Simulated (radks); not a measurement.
Values are calculated unless marked as measured or tabulated.
Removal energies from the zirconium ion Zr+, [Kr] 4d2 5s1, by Delta-SCF beside the eigenvalue of the level emptied. Level of theory: scalar-relativistic Kohn-Sham, PBEsol, spin-polarised, spherical densities, finite nucleus; Fermi nuclear charge, rms radius of each element as measured or else 0.836 A^(1/3) + 0.57 fm (a radial shooting solver on a logarithmic mesh with Libxc functionals). Open shells are filled with parallel spins first.

removed from,final configuration,Delta-SCF (eV),-eigenvalue (eV)
5s,[Kr] 4d2,13.483,10.595
4d,[Kr] 4d1 5s1,15.377,10.667
4p,[Ar] 3d10 4s2 4p5 4d2 5s1,44.203,38.297
4s,[Ar] 3d10 4s1 4p6 4d2 5s1,66.821,60.434
